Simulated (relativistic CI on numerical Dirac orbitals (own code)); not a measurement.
## Electric-dipole lines of In XLVI

Computed by Dirac-Coulomb-Breit CI, separate exchange-only KLI orbitals for each configuration, model QED (radiative potential, 1s self-energy scaled to tabulated hydrogen-like ionisation energies), unscaled Slater integrals (own radial code, finite nucleus).

Configurations in the expansion (outside the closed core 1s2): 2s², 2s2p, 2p², 2p3s, 2p3p, 2s3s, 2s3p, 2s3d, 2s4s, 2s4p, 2s4d, 2s4f, 3s², 3s3p, 3p². Levels of other configurations are missing.

| λ vac (Å) | Lower | Upper | A (s⁻¹) | log gf | S velocity/length |
| --- | --- | --- | --- | --- | --- |
| 2.0916 | 2s² ¹S0 [1] | 2s4p ¹P°1 [40] | 6.30e+13 | -0.91 | 0.97 |
| 2.1217 | 2s2p ³P°0 [2] | 2s4d ³D1 [41] | 6.04e+13 | -0.91 | 0.98 |
| 2.1285 | 2s2p ³P°1 [3] | 2s4d ³D2 [42] | 8.65e+13 | -0.53 | 0.98 |
| 2.2089 | 2s2p ³P°2 [5] | 2s4d ³D3 [43] | 1.00e+14 | -0.29 | 0.99 |
| 2.2307 | 2s2p ¹P°1 [6] | 2s4d ¹D2 [44] | 9.55e+13 | -0.45 | 0.99 |
| 2.7412 | 2s2p ³P°2 [5] | 2p3p ³P2 [33] | 4.45e+13 | -0.60 | 0.98 |
| 2.7498 | 2s2p ³P°0 [2] | 2p3p ³P1 [25] | 5.68e+13 | -0.71 | 0.98 |
| 2.7507 | 2s² ¹S0 [1] | 2p3s ³P°1 [19] | 6.59e+13 | -0.65 | 0.99 |
| 2.7532 | 2s2p ³P°2 [5] | 2p3p ³D3 [31] | 8.72e+13 | -0.16 | 0.99 |
| 2.7608 | 2s2p ³P°1 [3] | 2p3p ³D2 [26] | 8.66e+13 | -0.31 | 0.98 |
| 2.7685 | 2s² ¹S0 [1] | 2s3p ¹P°1 [15] | 6.58e+13 | -0.64 | 0.98 |
| 2.7775 | 2s2p ¹P°1 [6] | 2p3p ³P2 [33] | 6.11e+13 | -0.45 | 0.97 |
| 2.7891 | 2s2p ³P°2 [5] | 2p3p ³D2 [30] | 5.93e+13 | -0.46 | 0.99 |
| 2.7895 | 2s2p ¹P°1 [6] | 2p3p ¹P1 [32] | 7.34e+13 | -0.59 | 0.98 |
| 2.7905 | 2s2p ³P°2 [5] | 2p3p ³P1 [29] | 8.69e+13 | -0.52 | 0.99 |
| 2.7946 | 2s2p ³P°1 [3] | 2p3p ³P0 [24] | 1.19e+14 | -0.86 | 0.98 |
| 2.8052 | 2s² ¹S0 [1] | 2s3p ³P°1 [14] | 7.11e+13 | -0.60 | 0.99 |
| 2.8092 | 2s2p ³P°0 [2] | 2s3d ³D1 [18] | 2.20e+14 | -0.11 | 0.99 |
| 2.8162 | 2s2p ³P°1 [3] | 2s3d ³D2 [20] | 2.69e+14 | 0.20 | 0.99 |
| 2.8219 | 2s2p ³P°1 [3] | 2s3d ³D1 [18] | 1.71e+14 | -0.21 | 0.99 |
| 2.8267 | 2s2p ¹P°1 [6] | 2p3p ³D2 [30] | 5.60e+13 | -0.47 | 0.98 |
| 2.9518 | 2s2p ³P°2 [5] | 2s3d ³D3 [22] | 3.17e+14 | 0.46 | 0.99 |
| 2.9638 | 2s2p ³P°2 [5] | 2s3d ³D2 [20] | 6.97e+13 | -0.34 | 0.99 |
| 2.9850 | 2s2p ¹P°1 [6] | 2s3d ¹D2 [23] | 2.66e+14 | 0.25 | 0.99 |
| 7.9866 | 2s3s ³S1 [11] | 2s4p ³P°2 [39] | 1.22e+13 | -0.24 | 1.02 |
| 8.0765 | 2s3s ¹S0 [12] | 2s4p ¹P°1 [40] | 8.51e+12 | -0.60 | 0.99 |
| 8.1371 | 2s3s ³S1 [11] | 2s4p ³P°1 [38] | 1.00e+13 | -0.52 | 1.01 |
| 8.1743 | 2s3p ³P°1 [14] | 2s4d ³D2 [42] | 2.46e+13 | 0.09 | 1.00 |
| 8.1766 | 2s3p ³P°0 [13] | 2s4d ³D1 [41] | 1.74e+13 | -0.28 | 0.99 |
| 8.4364 | 2s3p ¹P°1 [15] | 2s4d ¹D2 [44] | 1.43e+13 | -0.12 | 1.00 |
| 8.5223 | 2s3p ³P°2 [16] | 2s4d ³D3 [43] | 3.16e+13 | 0.38 | 1.00 |
| 8.5658 | 2s3p ³P°2 [16] | 2s4d ³D2 [42] | 6.56e+12 | -0.44 | 1.00 |
| 8.5831 | 2s3d ³D1 [18] | 2s4f ³F°2 [45] | 3.82e+13 | 0.32 | 0.99 |
| 8.6061 | 2p3s ³P°1 [19] | 2s4d ¹D2 [44] | 1.43e+13 | -0.10 | 1.00 |
| 8.6355 | 2s3d ³D2 [20] | 2s4f ³F°3 [46] | 5.48e+13 | 0.63 | 1.00 |
| 8.6368 | 2s3d ³D2 [20] | 2s4f ³F°2 [45] | 8.47e+12 | -0.32 | 1.00 |
| 8.6996 | 2p3p ³D1 [21] | 2s4f ³F°2 [45] | 1.51e+13 | -0.07 | 1.02 |
| 8.7152 | 2s3d ³D3 [22] | 2s4f ³F°4 [47] | 6.25e+13 | 0.81 | 1.00 |
| 8.7391 | 2s3d ³D3 [22] | 2s4f ³F°3 [46] | 4.73e+12 | -0.42 | 1.00 |
| 8.7861 | 2s3d ¹D2 [23] | 2s4f ¹F°3 [48] | 5.64e+13 | 0.66 | 1.00 |
| 31.281 | 2s2p ³P°2 [5] | 2p² ³P2 [9] | 2.39e+11 | -0.76 | 0.95 |
| 31.795 | 2s² ¹S0 [1] | 2s2p ¹P°1 [6] | 3.34e+11 | -0.82 | 1.02 |
| 32.419 | 2s2p ³P°1 [3] | 2p² ¹D2 [8] | 1.89e+11 | -0.83 | 1.01 |
| 36.762 | 2s2p ¹P°1 [6] | 2p² ³P2 [9] | 1.69e+11 | -0.77 | 1.03 |
| 107.52 | 2s3s ³S1 [11] | 2s3p ³P°2 [16] | 3.69e+10 | -0.50 | 1.01 |

Terms are leading LS components. Brackets give the number of a level in order of energy, since labels repeat. The list gives strong lines, with weight on those to low levels, among the lowest 48 of 58 levels, so that lines to higher ones, which can be the strongest, are missing. Levels whose partners in the same complex of configurations lie outside the list can be far off, and so can their lines. Rates are taken at the computed energies, electric ones in the length gauge. A velocity-to-length ratio far from 1 marks an uncertain rate.

At this charge energies of transitions that change n are usually good to better than 1 %, and those within a shell (Δn = 0) to a few per cent.

LS names give the leading component of a level, which can be under half, so a name can repeat, a term be missing and a line seem to break the LS rules.
